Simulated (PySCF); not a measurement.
# Electronic structure of Mn²⁺ (manganese, charge +2) at the r2SCANh level

Configuration: [Ar] 3d5, high-spin 6S determinant. Calculation: PySCF 2.14, in x2c-QZVPPall with one added diffuse shell each of s, p, d, f, g type (12s8p6d5f3g, 128 functions); the spin-free X2C one-electron Hamiltonian (Gaussian nucleus).

```json
{
  "Total energy": "-1157.685 hartree",
  "One-electron energy": "-1578.932 hartree",
  "Hartree (Coulomb) energy": "473.477 hartree",
  "Exchange-correlation energy": "-52.231 hartree",
  "⟨S²⟩": "8.7504",
  "⟨L²⟩": "0.000",
  "Sum of ⟨r⟩": "14.90 bohr",
  "Sum of ⟨r²⟩": "16.10 bohr²",
  "Langevin diamagnetic susceptibility": "-12.8 ×10⁻⁶ cm³/mol",
  "Time after the integrals": "of the order of 8 core-seconds"
}
```

```csv
shell,electrons,mean orbital energy (eV),"rms radius, mean of both spins (bohr)"
1s β,1,-6479.6,0.0704
1s α,1,-6479.5,0.0704
2s α,1,-775.04,0.303
2s β,1,-772.21,0.303
2p α,3,-657.38,0.274
2p β,3,-655.13,0.274
3s α,1,-110.73,0.917
3s β,1,-103.53,0.917
3p α,3,-77.838,0.984
3p β,3,-70.407,0.984
3d α,5,-27.124,1.26
```

Densities and radii are taken from the X2C orbitals without a picture-change correction, which distorts them close to the nucleus.
